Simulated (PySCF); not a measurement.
# Which orbitals make which state

C₄H₈ClNO.
Atom-mapped SMILES: `[NH2:1][C:2](=[O:3])[CH2:4][CH2:5][CH2:6][Cl:7]` (hydrogens: H8, H9 on N1; H10, H11 on C4; H12, H13 on C5; H14, H15 on C6)

Theory: TDDFT B3LYP/def2-SVPD, vertical, gas phase, core orbitals frozen in the response (PySCF 2.14.0, density-fitted response routines). One conformer (not necessarily the lowest) at the GFN2-xTB geometry, without solvent, vibrations or thermal averaging. Torsions of this conformer, `[NH2:1][C:2](=[O:3])[CH2:4][CH2:5][CH2:6][Cl:7]`: N1–C2–C4–C5 171°, C2–C4–C5–C6 -69°, C4–C5–C6–Cl7 -63°, H–N1–C2–O3 1°, H–N1–C2–O3 179°.

Orbital energies (eV): HOMO-3 -8.20, HOMO-2 -8.13, HOMO-1 -7.88, HOMO -7.38, LUMO 0.05, LUMO+1 0.16, LUMO+2 0.50.

Computed singlets:

```json
{"state": "S1", "E (eV)": "5.71", "f": "0.0003"}
{"state": "S2", "E (eV)": "6.64", "f": "0.018"}
{"state": "S3", "E (eV)": "6.97", "f": "0.011"}
{"state": "S4", "E (eV)": "7.08", "f": "0.012"}
{"state": "S5", "E (eV)": "7.25", "f": "0.038"}
{"state": "S6", "E (eV)": "7.30", "f": "0.0070"}
{"state": "S7", "E (eV)": "7.41", "f": "0.0017"}
{"state": "S8", "E (eV)": "7.47", "f": "0.0043"}
```

Task: Which orbital pair leads each of S1, S2, S3 and S4, and how does its energy difference Δε compare with the excitation energy?

Result: 

| state | leading configuration | weight | Δε (eV) | E (eV) | E − Δε (eV) | f | other configurations |
| --- | --- | --- | --- | --- | --- | --- | --- |
| S1 | HOMO→LUMO | 0.80 | 7.43 | 5.71 | -1.72 | 0.0003 | H→L+1 (15%) |
| S2 | HOMO→LUMO+1 | 0.80 | 7.54 | 6.64 | -0.90 | 0.018 | H→L (16%) |
| S3 | HOMO-1→LUMO+1 | 0.71 | 8.03 | 6.97 | -1.06 | 0.011 | H-1→L (21%) |
| S4 | HOMO→LUMO+2 | 0.88 | 7.88 | 7.08 | -0.80 | 0.012 | – |

E − Δε runs from -1.72 to -0.80 eV. By orbital difference alone the order would be S1, S2, S4, S3.

H and L stand for HOMO and LUMO. The other states: S5 7.25 eV, f 0.038, H→L+3 (43%), H-1→L (34%), H-1→L+1 (11%); S6 7.30 eV, f 0.0070, H-2→L+2 (41%), H-2→L (18%), H-1→L+2 (16%); S7 7.41 eV, f 0.0017, H-2→L (42%), H-1→L (11%), H→L+3 (10%); S8 7.47 eV, f 0.0043, H-3→L+2 (48%), H-3→L (13%).

Task: Pair triplets and singlets of the same leading configuration (75% or more in both) and give the splittings.

Result: 

| configuration | triplet | E(T) (eV) | singlet | E(S) (eV) | E(S) − E(T) (eV) |
| --- | --- | --- | --- | --- | --- |
| HOMO→LUMO | T1 | 5.25 | S1 | 5.71 | +0.46 |
| HOMO→LUMO+1 | T3 | 6.56 | S2 | 6.64 | +0.09 |

The 3 triplets are Tamm–Dancoff values, the singlets full response.

Summed over the main configurations (up to three a state, each over 8%) of all 8 singlets, the electron leaves HOMO with weight 3.31, HOMO-1 with weight 1.65, HOMO-2 with weight 1.01 and HOMO-3 with weight 0.60.

On one thread, x86-64 server (shared host), this took 39 s.
